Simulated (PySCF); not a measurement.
C7H10O.
Numbering: `[CH3:1][O:2][CH:3]1[CH:4]=[CH:5][CH2:6][CH:7]=[CH:8]1` (hydrogens: H9, H10, H11 on C1; H12 on C3; H13 on C4; H14 on C5; H15, H16 on C6; H17 on C7; H18 on C8)

Computed geometry: GFN2-xTB, gas phase.

Q: Give the optimised bond lengths and angles.

A: 
| bond | length (Å) |
| --- | --- |
| C1–O2 | 1.401 |
| O2–C3 | 1.421 |
| C3–C4, C3–C8 | 1.504 |
| C4=C5, C7=C8 | 1.321 |
| C5–C6, C6–C7 | 1.497 |
| C1–H9, C1–H10 | 1.092 |
| C1–H11 | 1.099 |
| C3–H12 | 1.111 |
| C4–H13, C8–H18 | 1.079 |
| C5–H14, C7–H17 | 1.081 |
| C6–H15 | 1.094 |
| C6–H16 | 1.097 |

Bonds in one row agree within 0.01 Å and their mean is given. A selection of angles:
| angle | degrees |
| --- | --- |
| C1–O2–C3 | 114.7 |
| O2–C3–C4 | 108.0 |
| O2–C3–C8 | 112.9 |
| C4–C3–C8 | 110.4 |
| C3–C4–C5 | 122.6 |
| C4–C5–C6 | 122.6 |
| C5–C6–C7 | 111.1 |
| C3–C8–C7 | 122.4 |

Dihedral angles: C1–O2–C3–C4 -159° (antiperiplanar); O2–C3–C4–C5 -147° (anticlinal); C3–C4–C5–C6 1° (synperiplanar); C4–C5–C6–C7 21° (synperiplanar); C5–C6–C7–C8 -21° (synperiplanar); C6–C7–C8–C3 -1° (synperiplanar); O2–C3–C8–C7 144° (anticlinal). The mirror-image conformer, all signs reversed, is as good.

The 6-membered ring C3–C4–C5–C6–C7–C8 has internal angles of 110.4° to 122.7° (sum 712°, against 720° for a flat polygon); it is puckered, 0.13 Å rms from its mean plane, widest ring torsion 23°. Of the pairs four or more bonds apart, H9···H18 is among the closest relative to their van der Waals radii: 2.29 Å, 95 % of the sum of Bondi's values. The 6 C–C bonds span 1.321 Å (C4=C5, drawn double) to 1.506 Å (C3–C8, drawn single), a spread of 0.185 Å.

Point group: C1 (no symmetry element, even within 0.4 Å). Stationary, but not proved a minimum. The numbers are those of one conformer.
